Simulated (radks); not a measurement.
Tb LXI, configuration [He] 2s2 2p1 (the NIST ground configuration). Calculated with a radial shooting solver on a logarithmic mesh with Libxc functionals: Dirac Kohn-Sham, BLYP, spin-unpolarised, spherical densities, finite nucleus; open shells fill j = l - 1/2 first; Fermi nuclear charge, rms radius 5.06 fm.

Radial electron density D(r) = 4 pi r^2 rho(r):

```
   r/bohr * D(r) (the largest magnitude, 82.3, reaches the edge; | marks zero)
 0.001816 |       *
 0.002031 |        *
 0.002254 |         *
 0.002521 |           *
 0.002797 |             *
 0.003104 |               *
 0.003472 |                  *
 0.003852 |                     *
 0.004309 |                        *
 0.004781 |                           *
 0.005305 |                              *
 0.005934 |                                  *
 0.006584 |                                      *
 0.007364 |                                          *
 0.008171 |                                             *
 0.009067 |                                                *
  0.01014 |                                                   *
  0.01125 |                                                     *
  0.01259 |                                                      *
  0.01397 |                                                      *
  0.01562 |                                                     *
  0.01733 |                                                   *
  0.01923 |                                                *
  0.02151 |                                           *
  0.02387 |                                       *
   0.0267 |                                 *
  0.02963 |                             *
  0.03287 |                         *
  0.03677 |                      *
   0.0408 |                     *
  0.04563 |                     *
  0.05063 |                     *
  0.05664 |                       *
  0.06284 |                        *
  0.06973 |                        *
  0.07799 |                       *
  0.08654 |                     *
   0.0968 |                 *
   0.1074 |             *
   0.1192 |         *
   0.1333 |      *
   0.1479 |   *
   0.1654 | *
   0.1836 |*
   0.2037 *
   0.2278 *
   0.2528 *
   0.2828 *
   0.3138 *
   0.3509 *
```

D(r) has 2 maxima, at r = 0.0133, 0.0681 bohr, and minima at 0.0438 bohr, inside which lie 2.26 electrons.
